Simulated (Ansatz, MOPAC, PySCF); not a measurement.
Species: SiH₂S₂Cl, charge 0, multiplicity 2. SMILES: S[Si](S)Cl
Geometry from a B3LYP-D3(BJ)/def2-TZVP (Ansatz, a quantum-chemistry and plane-wave program) optimisation:
```xyz
6

S      1.5754    -0.8381     0.8687
Si    -0.1230     0.3822     0.3880
S     -1.7078    -1.0516     0.1942
Cl     0.2389     1.4666    -1.3589
H      2.4603     0.0779     0.4380
H     -2.6810    -0.1239     0.2257
```
Charge 0, spin multiplicity 2.

Unscaled harmonic wavenumbers (cm⁻¹) in rising order, each level at the stationary point that it reaches from this structure (no distance between atoms moves by over 0.3 Å); the order of modes can differ between levels, and a negative number is imaginary. B3LYP-D3(BJ)/def2-TZVP (PySCF, at the structure above): 118, 139, 181, 212, 224, 420, 524, 529, 714, 801, 2666, 2673.

PM7 (MOPAC): 124, 140, 159, 170, 181, 417, 588, 627, 729, 749, 2468, 2468. Zero-point energy 12.6 against 13.2 kcal/mol; where all levels lie over 400 cm⁻¹, the wavenumbers are on average 1.015 times those of B3LYP-D3(BJ)/def2-TZVP.

HF/6-31G* (Ansatz): 117, 159, 192, 219, 247, 464, 581, 590, 815, 908, 2903, 2908. Zero-point energy 14.4 against 13.2 kcal/mol; where all levels lie over 400 cm⁻¹, the wavenumbers are on average 1.111 times those of B3LYP-D3(BJ)/def2-TZVP.

B3LYP/6-31G* (Ansatz): 122, 141, 184, 211, 227, 414, 521, 528, 732, 820, 2675, 2682. Zero-point energy 13.2 against 13.2 kcal/mol; where all levels lie over 400 cm⁻¹, the wavenumbers are on average 1.005 times those of B3LYP-D3(BJ)/def2-TZVP.
